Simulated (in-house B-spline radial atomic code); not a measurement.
Atomic self-consistent-field run: Sc⁺. Level of theory: non-relativistic B3LYP, spherical fractional occupations, point nucleus, inside a hard spherical wall at 4.64 bohr; calculated with a B-spline radial code for spherical atoms.

Command:
```bash
python run_scf.py task.json out
```
Settings:
```
Z                21
configuration    [Ar] 3d1 4s1
hamiltonian      nr
method           b3lyp
spin_polarised   False
wall_radius      4.64
```

Output (hartree, bohr):
```
 radial grid: 41 intervals, B-splines of order 8, outer radius 4.64 bohr

 iter        energy (Eh)    residual
    1        -756.379808    2.94e-01
    2        -758.791997    2.05e-01
    3        -760.114027    4.56e-02
    4        -760.195226    7.21e-03
    5        -760.196687    5.63e-03
    6        -760.197923    1.62e-04
    7        -760.197924    5.80e-05
    8        -760.197924    4.62e-07
    9        -760.197924    6.24e-08

 total energy                      -760.19792
 kinetic                             760.0980
 electron-nucleus                  -1796.5575
 Hartree                             315.0378
 exact exchange                       -7.5259
 exchange-correlation                -31.2504

 orbital      occ     eigenvalue          <r>       <r^2>       <1/r>       r_max
 1s         2.000      -161.8882    0.0735953   0.0072703     20.5295     0.04837
 2s         2.000       -17.8067     0.345683    0.141306     4.25451      0.2857
 2p         6.000       -14.7285     0.308327    0.117326     4.18439      0.2331
 3s         2.000        -2.3026      1.08244     1.35195     1.29166      0.9313
 3p         6.000        -1.4955      1.17362     1.62285     1.16508      0.9699
 3d         1.000        -0.2531      1.61153     3.19937    0.809747       1.115
 4s         1.000        -0.2036      2.63579     7.57308    0.492515       2.652
```

Cost of the run: 0.04 s on 1 thread of Arm Neoverse V2 (shared host).

Caution: exact exchange at fractional occupations of open shells leaves self-interaction of up to several eV.
